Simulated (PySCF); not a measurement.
# Working out the ionisation energy of Si²⁺

Si²⁺ [Ne] 3s2 (1S) → Si³⁺ [Ne] 3s1 (2S). All numbers are calculated (PySCF 2.14, the spin-free X2C one-electron Hamiltonian (Gaussian nucleus), in aug-cc-pCVTZ-DK with one added diffuse shell each of s, p, d, f type (9s8p6d4f, 91 functions)). Frozen: nothing. Energies in hartree (1 hartree = 27.21139 eV):

```json
{"part": "UHF", "Si²⁺ (lower)": "-288.597738", "Si³⁺ (upper)": "-287.420981"}
{"part": "MP2 opposite-spin", "Si²⁺ (lower)": "-0.264150", "Si³⁺ (upper)": "-0.227461"}
{"part": "MP2 same-spin", "Si²⁺ (lower)": "-0.087739", "Si³⁺ (upper)": "-0.083351"}
```

Question: What does Hartree-Fock give?

Answer: (-287.420981) − (-288.597738) = 1.176757 hartree = 32.021 eV.

Question: What do MP2 and SCS-MP2 (6/5 opposite-spin, 1/3 same-spin) give?

Answer: The opposite-spin parts differ by 0.998 eV and the same-spin parts by 0.119 eV. MP2: 32.021 + (0.998) + (0.119) = 33.138 eV. SCS-MP2: 32.021 + 1.2 × (0.998) + (0.119)/3 = 33.258 eV.

Measured between the centres of the two terms (NIST): 33.493 eV, so MP2 (all electrons) is off by -0.355 eV.

What remains against the reference includes basis incompleteness and correlation beyond second order.
